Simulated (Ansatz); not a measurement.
Input file for Ansatz (a first-principles code): R-CCSD(T)/def2-TZVPP on InF, 2S+1 = 1, a spin state set in the input, which need not be the lowest, a point of a bond scan (R = 1.994 Å). Elements past Kr take the def2 small-core potentials; no spin–orbit coupling.

Ansatz 0.2 input:
```yaml
crystal:
  periodic: [false, false, false]
  atoms:
    - {symbol: F, position_ang: [0.00000000, 0.00000000, 0.00000000]}
    - {symbol: In, position_ang: [0.00000000, 0.00000000, 1.99390300]}
basis:
  gaussian:
    orbitals: def2-TZVPP
magnetization: {spin_polarized: false}
correlation: {method: ccsd_t, electrons: valence}
output: {orbitals: {seedname: ./end}}
```

Question: Predict the final total energy.

Answer: -289.2861 hartree (reference determinant -288.7559, T1 diagnostic 0.018).
